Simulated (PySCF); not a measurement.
C2H4F, SMILES C[CH]F (connectivity only; charge and spin as stated), charge +1, multiplicity 1. Heavy atoms are numbered as in [CH3:1][CH:2][F:3]. Hydrogens are named by the atom that carries them.

Geometry optimised at PBE0-D3(BJ)/def2-TZVP. The multiplicity is an assumed one; other spin states were not compared. The isomer is the one that the SMILES or the coordinates give; other isomers of the formula were not compared.

Method: PBE/pcSseg-2 in PySCF.

GIAO shieldings, no solvent; atoms alike by connectivity are averaged. δ = σ(ref) − σ: ¹³C against TMS (σ = 181.4 ppm); ¹⁹F against CFCl3 (σ = 132.0 ppm); ¹H against TMS (σ = 31.47 ppm), references at their B3LYP-D3(BJ)/def2-TZVP geometries, non-relativistic.

```
nucleus     atoms  count  δ (ppm)
-------  --------  -----  -------
¹³C       C2 (CH)      1    282.1
¹³C      C1 (CH3)      1     49.4
¹⁹F            F3      1    242.4
¹H        H on C2      1    10.28
¹H        H on C1      3     4.68
```
